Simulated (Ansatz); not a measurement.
Consider the atomization: `C[SiH2]NBCl` → B• + C• + Cl• + 7 H• + N• + Si•.

Isolated molecules relaxed with PBE0-D4/def2-TZVP in Ansatz; ΔE leaves out vibrations. CCSD(T)/CBS is the MP2 limit (def2-TZVPP, def2-QZVPP) plus CCSD(T) − MP2 in def2-TZVPP, frozen cores. This one scheme is used for every species, atoms too. For atomizations the MP2-based limit and the directly extrapolated one differ by several kJ/mol either way, and by 10 to 25 for some Ge, Se and Sn compounds, so smaller differences from it don't rank the levels. Functionals use def2-TZVPP. B3LYP here is the variant with VWN-RPA as its local correlation; programs differ in this. No spin–orbit coupling; open shells (•) take unrestricted orbitals. Spin–orbit coupling would lower the free atoms: a little for B, C, Cl, Si. One conformer a species, not always the lowest.

| level | ΔE (eV) | difference from CCSD(T)/CBS |
| --- | --- | --- |
| PBE-D4 | 45.73 | 0.56 |
| BLYP-D4 | 45.05 | -0.12 |
| r2SCAN-D4 | 45.35 | 0.18 |
| B97M-V | 45.48 | 0.31 |
| B3LYP-D4 | 45.33 | 0.16 |
| CAM-B3LYP-D4 | 45.52 | 0.35 |
| ωB97M-V | 45.49 | 0.32 |
| PBE0 | 45.05 | -0.12 |
| r2SCANh | 45.09 | -0.08 |
| BHLYP | 44.14 | -1.03 |
| LC-ωPBE | 45.02 | -0.15 |
| CCSD/def2-SVP | 42.30 | -2.87 |
| CCSD/def2-TZVPP | 43.48 | -1.69 |
| CCSD(T)/def2-TZVPP | 44.04 | -1.13 |
| MP2/def2-QZVPP | 45.25 | 0.08 |
| CCSD/CBS(def2) | 44.61 | -0.56 |
| CCSD(T)/CBS | 45.17 | 0 |

Largest T1 diagnostic among the species: 0.014.

From r2SCAN to r2SCAN0 (25 % exact exchange), in def2-TZVPP and without D4, ΔE moves by −0.47 eV: exact exchange takes away binding that semilocal exchange gives to molecules. The D4 term adds +0.42 eV with B3LYP and +0.22 eV with PBE0; it sums over pairs of atoms, weighted by their polarisabilities, and B3LYP, whose exchange is more repulsive, gets the larger term.
